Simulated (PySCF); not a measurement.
Zn(OH) (HOZn), SMILES [OH][Zn] (connectivity only; charge and spin as stated), neutral, multiplicity 2.

Geometry optimised at PBE0-D3(BJ)/def2-TZVP. The multiplicity is an assumed one; other spin states were not compared. The isomer is the one that the SMILES or the coordinates give; other isomers of the formula were not compared.

Computed with CAM-B3LYP/def2-TZVPD (PySCF).

Gas-phase values at a fixed geometry.

Task: Estimate the frontier levels, dipole moment and polarisability. (The exact figures need the calculation; the answer reports its results.)

Result: 
```json
{
 "α spin, highest occupied and lowest empty level": "-7.51 and -0.07 eV",
 "β spin, highest occupied and lowest empty level": "-9.57 and -2.41 eV",
 "dipole_moment": "2.11 D",
 "quadrupole, principal values (traceless, Buckingham form, about the centre of nuclear charge)": "-5.98, 0.46, 5.52 D·Å",
 "mean_static_polarisability": "40.0 bohr³ (5.93 Å³)",
 "polarisability_principal_values": "37.0, 37.9, 45.1 bohr³",
 "⟨S²⟩": "0.753 (pure state 0.75)"
}
```
